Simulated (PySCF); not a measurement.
C$_{2}$H$_{6}$ClGa (SMILES [CH3][Ga]([CH3])[Cl]), singlet, geometry from GFN2-xTB (such geometries of metal compounds can be far from the true shape); TPSS/6-31G in PySCF.

Input for PySCF:
```python
from pyscf import gto, scf, dft

mol = gto.Mole()
mol.atom = '''
    Ga   -0.23882611    0.10083400   -0.14092768
    C    -1.80146295   -1.21572828   -0.23393842
    H    -1.48974737   -2.11234972   -0.77670352
    H    -2.67761150   -0.79304802   -0.72665403
    H    -2.07741138   -1.52198383    0.77883123
    C    -0.06504875    2.00184560   -0.87573406
    H     0.73235088    2.03166984   -1.62340480
    H     0.21697965    2.67872738   -0.06457972
    H    -0.98796556    2.36112255   -1.33204575
    Cl    1.46388735   -0.61686449    0.86890290
'''
mol.basis = '6-31g'
mol.verbose = 4
mol.symmetry = True
mol.build()

mf = dft.RKS(mol)
mf.xc = 'tpss'
mf.kernel()
mf.analyze()
```

What the program printed (banner, timings and long lists left out):

```
PySCF version 2.14.0

[INPUT] verbose = 4
[INPUT] num. atoms = 10
[INPUT] num. electrons = 66
[INPUT] charge = 0
[INPUT] spin (= nelec alpha-beta = 2S) = 0
[INPUT] symmetry True subgroup None
[INPUT] Mole.unit = angstrom
[INPUT] Symbol           X                Y                Z      unit          X                Y                Z       unit  Magmom
[...]
nuclear repulsion = 340.705462127527
point group symmetry = C1
symmetry origin: [0. 0. 0.]
symmetry axis x: [1. 0. 0.]
symmetry axis y: [0. 1. 0.]
symmetry axis z: [0. 0. 1.]
num. orbitals of irrep A = 70
number of shells = 40
number of NR pGTOs = 204
number of NR cGTOs = 70
basis = 6-31g
ecp = {}

******** <class 'pyscf.dft.rks.RKS'> ********
method = RKS
initial guess = minao
damping factor = 0
level_shift factor = 0
DIIS = <class 'pyscf.scf.diis.CDIIS'>
diis_start_cycle = 1
diis_space = 8
diis_damp = 0
SCF conv_tol = 1e-09
SCF conv_tol_grad = None
SCF max_cycles = 50
direct_scf = True
direct_scf_tol = 1e-13
XC library pyscf.dft.libxc version 7.1.2
    S. Lehtola, C. Steigemann, M. J. T. Oliveira, and M. A. L. Marques,  SoftwareX 7, 1–5 (2018)
XC functionals = tpss
    J. Tao, J. P. Perdew, V. N. Staroverov, and G. E. Scuseria,  Phys. Rev. Lett. 91, 146401 (2003)
    J. P. Perdew, J. Tao, V. N. Staroverov, and G. E. Scuseria,  J. Chem. Phys. 120, 6898 (2004)
    J. Tao, J. P. Perdew, V. N. Staroverov, and G. E. Scuseria,  Phys. Rev. Lett. 91, 146401 (2003)
    J. P. Perdew, J. Tao, V. N. Staroverov, and G. E. Scuseria,  J. Chem. Phys. 120, 6898 (2004)
radial grids:
    Treutler-Ahlrichs [JCP 102, 346 (1995); DOI:10.1063/1.469408] (M4) radial grids

becke partition: Becke, JCP 88, 2547 (1988); DOI:10.1063/1.454033
pruning grids: <function nwchem_prune>
grids dens level: 3
symmetrized grids: True
atomic radii adjust function: <function treutler_atomic_radii_adjust>
small_rho_cutoff = 0
Set gradient conv threshold to 3.16228e-05
Initial guess from minao.
tot grids = 126872
init E= -2463.99376443947
[...]
cycle= 1 E= -2464.46166848964  delta_E= -0.468  |g|= 0.633  |ddm|= 2.89
[...]
cycle= 2 E= -2464.34363270344  delta_E= 0.118  |g|= 0.911  |ddm|= 1.82
[...]
cycle= 3 E= -2464.57630451504  delta_E= -0.233  |g|= 0.0558  |ddm|= 1.09
[...]
cycle= 4 E= -2464.5765759546  delta_E= -0.000271  |g|= 0.0167  |ddm|= 0.0412
[...]
cycle= 5 E= -2464.57661281184  delta_E= -3.69e-05  |g|= 0.00236  |ddm|= 0.0132
[...]
cycle= 6 E= -2464.57661445579  delta_E= -1.64e-06  |g|= 0.000737  |ddm|= 0.00432
[...]
cycle= 7 E= -2464.57661465178  delta_E= -1.96e-07  |g|= 0.000124  |ddm|= 0.00141
[...]
cycle= 8 E= -2464.57661465791  delta_E= -6.13e-09  |g|= 1.24e-05  |ddm|= 0.000312
[...]
cycle= 9 E= -2464.57661465797  delta_E= -6e-11  |g|= 1.03e-06  |ddm|= 3.36e-05
[...]
Extra cycle  E= -2464.57661465797  delta_E= -1.36e-12  |g|= 8.89e-07  |ddm|= 4.27e-06
converged SCF energy = -2464.57661465797
**** SCF Summaries ****
Total Energy =                       -2464.576614657968548
Nuclear Repulsion Energy =             340.705462127526573
One-electron Energy =                -4105.056406668260024
Two-electron Energy =                 1299.774329882764960
Two-electron Coulomb Energy =         1416.290994398325438
DFT Exchange-Correlation Energy =     -116.516664515560578
HOMO-LUMO gap [eV] =                     4.946066204225084
**** MO energy ****
[...]
 ** Mulliken pop on meta-lowdin orthogonal AOs  **
 ** Mulliken pop  **
 ** Mulliken atomic charges  **
charge of    0Ga =      0.57617
charge of    1C =     -0.51648
charge of    2H =      0.12456
charge of    3H =      0.11941
charge of    4H =      0.12452
charge of    5C =     -0.51646
charge of    6H =      0.12456
charge of    7H =      0.12450
charge of    8H =      0.11942
charge of    9Cl =     -0.28020
Dipole moment(X, Y, Z, Debye): -2.28251,  0.96045, -1.36092
```
